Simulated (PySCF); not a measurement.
# Unknown compound

An unknown has the formula C5H9NOSi. Its calculated NMR data are:

1H NMR (300 MHz, computed): δ 3.96 (s, 3H), 3.74 (s, 3H), 3.11 (m, 1H), 1.49 (m, 1H), 0.94 (m, 1H).

13C{1H} NMR (computed): δ 125.3 (C), 66.7 (CH), 60.3 (CH3), 21.5 (CH2), -2.9 (C).

PySCF 2.14.0 with density-fitted response routines calculation with geometry: GFN2-xTB and GIAO PBE0/pcSseg-1 shieldings; one conformer, in vacuum, relativity neglected, one averaged value for each set of equivalent atoms.

Scale: TMS for 1H (σref 31.72) and 13C (σref 186.93) (reference shieldings calculated alike).

Which of these isomers gave the spectra?
A. C=C1[SiH2][C@@H]1NC(C)=O
B. NCc1coc([SiH3])c1
C. Cn1ccc(O[SiH3])c1
D. CCO[SiH2]/C=C/C#N
E. CO[C@@H]1C[C@]1([SiH3])C#N

Answers

E. 

1. The formula gives 3 degrees of unsaturation (1 ring in the answer).
2. 5 carbon signals for 5 carbons: no two carbons are equivalent.
3. Carbon types of the structure: 2 × C, 1 × CH, 1 × CH2, 1 × CH3, leaving 3 H on heteroatoms.
4. δC 125.3: nitrile carbon; this is the usual window of a C≡N carbon, which has no attached hydrogen.
5. δC 66.7, 21.5, -2.9: three-membered-ring carbon.
6. δC 60.3: methyl carbon bonded to O; the inductive effect lowers its shielding.
7. δH 3.74: hydrogen on a methyl carbon bonded to O; its carbon carries O, an electronegative neighbour.
8. δH 3.11, 1.49, 0.94: hydrogen on a three-membered-ring carbon.

The others: Cn1ccc(O[SiH3])c1 has carbons computed at 151.3, 121.1, 110.9, 100.2, 37.6, with a different DEPT pattern; CCO[SiH2]/C=C/C#N has carbons computed at 159.0, 124.4, 122.7, 63.3, 20.4, with a different DEPT pattern; NCc1coc([SiH3])c1 would give 4 signals for carbon-bound and other non-exchanging H, not 5; C=C1[SiH2][C@@H]1NC(C)=O would give 6 signals for carbon-bound and other non-exchanging H, not 5.

Shifts are as computed. Against solution values, carbons near 30 ppm lie about +3 ppm off and those near 130 ppm about +5 ppm. Of 1211 compounds with measured shifts, 218 miss one by over three times the rms of a fit or turn the order of signals round; such compounds aren't used in these exercises. Multiplicities follow the n + 1 count of equivalent neighbours, as no J values were calculated; m marks all less simple cases, F and P coupling included.
